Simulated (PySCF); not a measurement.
**[La(H2O)2]3+ relaxed at several levels**

Computed with PySCF 2.14.0, def2-SVP on the ligands, density fitting, scalar-relativistic core potentials, no spin-orbit coupling, vacuum. Each row is relaxed at its own level from the same template. Distances are means of the shortest metal–ligand contacts, charges and spins Mulliken's; removal energies are rigid, with the ligand's formal charge and no counterpoise, so too large; for an anion taken off a cation in vacuum most of it is the attraction of opposite charges, and multiply charged cations can part far more cheaply with an electron moved from ligand to metal.

| level | basis on the metal | point group | M–H2O (Å) | charge on M (e) | HOMO–LUMO gap (eV) | removal of one H2O (eV) | strongest infrared band, degenerate modes summed (cm⁻¹) | unstable modes (below −25 cm⁻¹) |
| --- | --- | --- | --- | --- | --- | --- | --- | --- |
| PBE | def2-SVP with ECP46 | C1 | 2.377 | 2.18 | 4.96 | 3.98 | – | 1 (soft) |

Problem. What does the calculation give for B3LYP, def2-SVP with ECP46?

Solution. point group: Cs, M–H2O (Å): 2.385, charge on M (e): 2.26, HOMO–LUMO gap (eV): 6.99, removal of one H2O (eV): 3.86, strongest infrared band, degenerate modes summed (cm⁻¹): 3491, unstable modes (below −25 cm⁻¹): 0 (lowest -17 cm⁻¹, within noise).
```xyz
7

La   -0.8697   -0.8697   -0.0227
O     0.1020    0.1017    1.9235
H     0.8020    0.8016    1.9945
H    -0.1028   -0.1034    2.8737
O     0.1553    0.1557   -1.9187
H     0.9570   -0.1400   -2.4253
H    -0.1404    0.9574   -2.4251
```

Members with unstable modes aren't minima as they stand: saddle points kept by symmetry or, where the modes are soft, flat surfaces and noise. Moved off a saddle point of the template and relaxed again: B3LYP, PBE. One start shape was tried for each, so a minimum needn't be the lowest isomer.
